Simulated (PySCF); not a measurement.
## Computed structure and properties of [TaF4]+

System: [TaF4]+ (singlet); start: template (Td). Method: PySCF 2.14.0, RKS B3LYP, Ta def2-SVP with ECP60, F def2-SVP; non-relativistic Hamiltonian with scalar-relativistic core potentials where named; density fitting; no spin-orbit coupling.

Input of the relaxation:

```python
mol = gto.M(atom='''
Ta     0.00000    -0.00000     0.00000
F      1.03280     1.03280     1.03280
F     -1.03280    -1.03280     1.03280
F      1.03280    -1.03280    -1.03280
F     -1.03280     1.03280    -1.03280''',
    basis={'Ta': 'def2-SVP', 'F': 'def2-SVP'},
    ecp={'Ta': 'def2-SVP'},
    charge=1, spin=0)
mf = dft.RKS(mol, xc='B3LYP')
mf.grids.atom_grid = (50, 194)
mf = mf.density_fit()  # fitting sets: Ta def2-universal-JKFIT, F def2-universal-JKFIT
mf.conv_tol = 1e-08; mf.max_cycle = 55
mf.kernel(dm0)  # dm0: converged density of the start geometry
# quasi-Newton relaxation in Cartesian coordinates to a largest gradient under 0.00045 Eh/bohr, steps kept in the point group
```

Run from Python with OMP_NUM_THREADS=2; the lines above give its settings. Where DIIS fails, smearing, a level shift and second-order steps follow.
It took 8.8 s on 2 threads of Arm Neoverse V1, with other jobs on the host, from the converged density of the start.

Course of the relaxation:

```csv
step,energy above end (eV),largest force component within the symmetry (eV/Å)
0,0.0943,0.862
1,0.0068,0.224
2,0.0000,0.017
3,0.0000,0.000
```

Relaxed geometry (Td):

```xyz
5

Ta    0.0000    0.0000    0.0000
F     1.0511    1.0511    1.0511
F    -1.0511   -1.0511    1.0511
F     1.0511   -1.0511   -1.0511
F    -1.0511    1.0511   -1.0511
```

```
   contact      Å
Ta1–F2 (F)  1.821
Ta1–F3 (F)  1.821
Ta1–F4 (F)  1.821
Ta1–F5 (F)  1.821
```

On the finer grid (75, 302):

```yaml
HOMO: -19.28 eV
LUMO: -9.77 eV
Dipole_about_the_centre_of_mass: 0.00 D
Set_of_Mulliken_populations_of_Ta1_outside_the_core_potential: s 2.28, p 6.29, d 2.44, f 0.26
D3_BJ_dispersion_energy_not_in_the_energies: -0.128 eV
```

```
atom  Mulliken (e)  Löwdin (e)  spin (e)
 Ta1          1.73        0.93      0.00
  F2         -0.18        0.02      0.00
  F3         -0.18        0.02      0.00
  F4         -0.18        0.02      0.00
  F5         -0.18        0.02      0.00
```

On the grid (50, 194), as all that follows. Harmonic modes: a minimum; lowest 168 cm⁻¹ (negative: unstable), highest 796 cm⁻¹, zero-point energy 0.252 eV.

Taking off one F (charge -1, singlet; the rest: singlet) in vacuum, both parts rigid, costs 21.56 eV; the small basis without counterpoise inflates it. Most of it is the attraction of opposite charges; other ways to part are cheaper, and one spin state was tried for the rest.

Rigid scan of F along the line from its metal:

```json
{"distance to F2 (Å)": "1.52", "energy (eV)": "2.981"}
{"distance to F2 (Å)": "1.62", "energy (eV)": "1.103"}
{"distance to F2 (Å)": "1.72", "energy (eV)": "0.233"}
{"distance to F2 (Å)": "1.82", "energy (eV)": "0.000"}
{"distance to F2 (Å)": "1.92", "energy (eV)": "0.166"}
{"distance to F2 (Å)": "2.02", "energy (eV)": "0.566"}
{"distance to F2 (Å)": "2.22", "energy (eV)": "1.697"}
{"distance to F2 (Å)": "2.52", "energy (eV)": "3.526"}
{"distance to F2 (Å)": "2.92", "energy (eV)": "5.517"}
{"distance to F2 (Å)": "3.42", "energy (eV)": "7.083"}
```

One start shape was tried, so this needn't be the lowest isomer.
